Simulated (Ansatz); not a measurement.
The cluster Ge2Te3. The state is a singlet with charge 0. Geometry B3LYP-D4/def2-SVP; atoms count from 1.

```xyz
5

Ge    0.267   -1.056   -1.360
Ge   -0.827    0.405    1.809
Te   -1.096    1.362   -0.839
Te    1.677    1.244   -0.878
Te   -0.020   -1.956    1.268
```

In the def2 sets Te takes a core potential; there is no spin–orbit coupling. Another isomer (singlet) lies 0.42 eV lower at PBE0-D4/def2-TZVP; other spin states weren't run for this one.

**Question.** Estimate the Mulliken populations from the PBE0/def2-TZVP orbitals of Ansatz.

**Answer.** 
```csv
atom,charge (e)
Ge1,0.23
Ge2,0.27
Te3,-0.10
Te4,-0.14
Te5,-0.26
```
Mulliken values depend strongly on the basis.

**Question.** And the Mayer bond orders between heavy atoms (over 0.3)?

**Answer.** Ge1–Te3 0.73 (2.82 Å); Ge1–Te4 0.91 (2.74 Å); Ge1–Te5 0.86 (2.79 Å); Ge2–Te3 0.78 (2.83 Å); Ge2–Te5 1.47 (2.55 Å); Te3–Te4 1.08 (2.78 Å).
